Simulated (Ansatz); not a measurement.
`FBBF` + NH₃ → `NBBF` + H–F at 400 K and 1 bar (ligand exchange at a B–F bond).

Computed with Ansatz on PBE0-D4/def2-TZVP structures; ΔE is electronic, products minus reactants. CCSD(T)/CBS is the MP2 limit (def2-TZVPP, def2-QZVPP) plus CCSD(T) − MP2 in def2-TZVPP, frozen cores. This one scheme is used for every species. Each species was taken in one conformer, which may not be the lowest.

```tsv
species	CCSD(T)/CBS energy (Eh)	H − E (kJ/mol)	S (J/(mol·K))
`FBBF`	-250.44368	100.8	310.1
NH₃	-56.50880	104.2	203.1
`NBBF`	-206.56125	170.3	331.0
H–F	-100.39570	36.5	182.2
```

H − E and S are ideal-gas, rigid-rotor, harmonic terms from PBE0-D4/def2-TZVP, for one conformer and one mirror image of each species. 1 Eh = 2625.50 kJ/mol, R = 8.31446 J/(mol·K).

By hand: ΔE, ΔH, ΔS and ΔG.

ΔE = (-206.56125) + (-100.39570) − (-250.44368) − (-56.50880) = -0.00447 Eh = -11.7 kJ/mol. Δ(H − E) = 170.3 + 36.5 − 100.8 − 104.2 = 1.8, so ΔH = -9.9 kJ/mol. ΔS = 331.0 + 182.2 − 310.1 − 203.1 = 0.0 J/(mol·K). ΔG = -9.9 − 400 × (0.0)/1000 = -9.9 kJ/mol.

By hand: the equilibrium constant, and the temperature at which ΔG would vanish if ΔH and ΔS stayed fixed.

log₁₀ K = −ΔG/(RT ln 10) = 1.3. With ΔH or ΔS at zero there is no such temperature.

The number of gas molecules stays the same, so ΔS is small and ΔH decides. A doubt of 5 kJ/mol in ΔE shifts log₁₀ K by 0.7 here. Other conformers and mirror images would add mixing entropy, several J/(mol·K) or more a flexible species. Modes under 60 cm⁻¹, often nearly free rotors, make the harmonic entropy too high. These are equilibria of isolated gas molecules and say nothing of rates. Largest T1 diagnostic: 0.015 (customary marks: 0.02 for closed shells, 0.045 for open ones).

ΔS is within the doubt of such terms, so its sign, and with it that verdict, could turn.
